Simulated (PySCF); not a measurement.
**Radial density of Pt⁺ (platinum, charge +1)**

UHF, [Xe] 4f14 5d8 6p1, one real determinant (an excited configuration). Computed with PySCF 2.14 in x2c-TZVPPall with one added diffuse shell each of s, p, d, f type (12s8p8d4f1g, 113 functions), with the spin-free X2C one-electron Hamiltonian (Gaussian nucleus).

```
r (bohr)  4πr²ρ (e/bohr)  4πr²(ρα − ρβ)
  0.0135           107.6         0.0002
  0.0227           94.87         0.0028
  0.0381           127.8         0.0145
  0.0641           137.4         0.0764
   0.108           116.5         0.1596
   0.181           118.8        -0.0059
   0.305           76.20         0.2417
   0.513           63.90         0.0168
   0.864           21.95         0.8589
    1.45           9.919         1.4799
    2.44           1.736         0.6060
    4.11          0.3171         0.2684
    6.91         0.02546         0.0254
    11.6       1.763e-05         0.0000
```

Densities and radii are taken from the X2C orbitals without a picture-change correction, which distorts them close to the nucleus.

⟨L²⟩ = 14.05 against 20 for a pure G term, so this real determinant mixes terms. Spin-orbit coupling, absent here, splits the open shell strongly.

Task: Where is the radial spin density 4πr²(ρα − ρβ) most negative, and why is it negative at all?

Result: Around r = 0.181 bohr, down to -0.0059 e/bohr: exchange with the open shell polarises the paired shells in an unrestricted calculation.
